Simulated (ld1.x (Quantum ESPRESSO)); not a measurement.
**Before and after: TM potential for F**

ld1.x (Quantum ESPRESSO) 7.5 input, shortened:

```
&input
   title='F', zed=9., rel=1, dft='PZ', iswitch=3,
   config='[He] 2s1.75 2p5.25'
 /
 &inputp
   pseudotype=2, tm=.true., lloc=1,
   nlcc=.true., new_core_ps=.true.
 /
2
2S  1  0   1.75   0.00  0.90  0.90  0.0
2P  2  1   5.25   0.00  0.90  0.90  0.0
 &test
   configts(1)='2s1.75 2p5.25'
 /
```

Change: all radii but the core radius scaled by about 1.13 (s 1.02, p 1.02 bohr).

Cutoffs: the cutoffs (Ry, on a coarse ladder) from which the occupation-weighted sum of valence levels, in a spherical-Bessel basis at the reference potential, stays within 10 and 1 mRy of its value at 400 Ry; they do not see the model core or the augmentation charge, which bear on the density cutoff. Errors are all-electron minus pseudo energies relative to the spin-unpolarised reference configuration.

Problem. How do hardness, ghosts and transferability respond?

Solution. The potential gets softer (160 Ry and 260 Ry → 120 Ry and 200 Ry); of the 9 tests that both files solve, the error grows in 7 and shrinks in 1 by more than 15 % and 0.3 meV (median size 3.9 → 8.6 meV); neither file shows a bound ghost. A larger radius leaves more room for a smooth pseudo-wave, so fewer plane waves are needed.

```csv
quantity,base,changed
"cutoff, loose",160 Ry,120 Ry
"cutoff, tight",260 Ry,200 Ry
loose cutoff by channel (10 mRy a level),"s 70 Ry, p 120 Ry","s 50 Ry, p 100 Ry"
bound ghosts,none,none
"error for 2s2 2p5, meV [ΔE -4.59 eV]",+1.3,+1.6
"error for 2s2 2p4, meV [ΔE 14.96 eV]",+3.9,+9.5
"error for 2s2 2p3, meV [ΔE 53.48 eV]",+25,+56
"error for 2s2 2p1, meV [ΔE 200.08 eV]",+428,+816
"error for 2s2 2p4.5, meV [ΔE 3.04 eV]",+2.0,+4.1
"error for 2s1 2p5, meV [ΔE 33.62 eV]",-3.0,-14
"error for 2s2 2p5.3, meV [ΔE -7.32 eV]",+0.8,+0.3
"error for 2s1.75 2p5.25 (spin-polarised), meV [ΔE -0.39 eV]",+7.1,+7.5
"error for 2s2 2p5 (spin-polarised), meV [ΔE -4.97 eV]",+7.0,+8.6
```
